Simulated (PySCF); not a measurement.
C2H3BrFIn, SMILES C=[CH][In]([F])[Br]. Atoms are numbered in the order given.

```xyz
8

In     0.3968    -0.5206     0.0000
F      2.3597    -0.6060     0.0000
Br    -0.4570     1.8265     0.0000
C     -0.8904    -2.2221     0.0000
C     -2.2188    -2.0667     0.0000
H     -0.4398    -3.2204     0.0000
H     -2.8951    -2.9311     0.0000
H     -2.6985    -1.0817     0.0000
```

Geometry: B3LYP-D3(BJ)/def2-SVP. The structure was generated by enumeration; whether it is a known compound was not checked. The def2 effective core potentials stand for the cores of In; spin–orbit coupling is left out. The values are those of a single conformer.

Level of theory: M06-2X/def2-TZVP in PySCF.

Atomic charges (e):

```json
[
 {"atom": "In1", "Mulliken": "1.11", "Löwdin": "0.35"},
 {"atom": "F2", "Mulliken": "-0.54", "Löwdin": "-0.29"},
 {"atom": "Br3", "Mulliken": "___", "Löwdin": "0.08"},
 {"atom": "C4", "Mulliken": "-0.44", "Löwdin": "-0.36"},
 {"atom": "C5", "Mulliken": "___", "Löwdin": "-0.19"},
 {"atom": "H6", "Mulliken": "0.17", "Löwdin": "0.15"},
 {"atom": "H7", "Mulliken": "___", "Löwdin": "0.13"},
 {"atom": "H8", "Mulliken": "___", "Löwdin": "0.13"}
]
```

Some entries are withheld; supply them. (Estimate from the structure and the level; the computed values follow.)


- Br3, Mulliken: -0.36
- C5, Mulliken: -0.23
- H7, Mulliken: 0.15
- H8, Mulliken: 0.15
